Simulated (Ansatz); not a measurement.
`[NH][Si](N)(F)F` radical at its PBE0-D4/def2-TZVP geometry, where that method's forces vanish. Charge 0, multiplicity 2.

```csv
atom,x (Å),y (Å),z (Å)
N1,0.142,0.568,-1.575
Si2,-0.231,0.401,0.099
N3,0.563,-0.966,0.661
F4,0.211,1.770,0.767
F5,-1.764,0.240,0.481
H6,-0.632,0.726,-2.219
H7,0.218,-1.532,1.416
H8,1.494,-1.207,0.370
```

**Question.** For each bond, give half the difference of the two atoms' forces along it (eV/Å; positive pushes the atoms apart) under PBE-D4, r2SCAN-D4, B3LYP-D4, ωB97M-V in def2-TZVPP. (Estimate.)

**Answer.** Ansatz gave: 
```json
{"bond": "N1–Si2", "length (Å)": "1.723", "PBE-D4": "-0.34", "r2SCAN-D4": "-0.11", "B3LYP-D4": "-0.06", "ωB97M-V": "0.04"}
{"bond": "N1–H6", "length (Å)": "1.019", "PBE-D4": "0.34", "r2SCAN-D4": "0.03", "B3LYP-D4": "-0.03", "ωB97M-V": "-0.10"}
{"bond": "Si2–N3", "length (Å)": "1.678", "PBE-D4": "0.21", "r2SCAN-D4": "0.07", "B3LYP-D4": "0.06", "ωB97M-V": "-0.03"}
{"bond": "Si2–F4", "length (Å)": "1.586", "PBE-D4": "0.47", "r2SCAN-D4": "0.06", "B3LYP-D4": "0.15", "ωB97M-V": "0.11"}
{"bond": "Si2–F5", "length (Å)": "1.588", "PBE-D4": "0.46", "r2SCAN-D4": "0.05", "B3LYP-D4": "0.15", "ωB97M-V": "0.11"}
{"bond": "N3–H7", "length (Å)": "1.005", "PBE-D4": "0.15", "r2SCAN-D4": "0.01", "B3LYP-D4": "-0.02", "ωB97M-V": "-0.03"}
{"bond": "N3–H8", "length (Å)": "1.005", "PBE-D4": "0.13", "r2SCAN-D4": "0.00", "B3LYP-D4": "-0.03", "ωB97M-V": "-0.02"}
```

B3LYP here is the variant with VWN-RPA as its local correlation; programs differ in this.
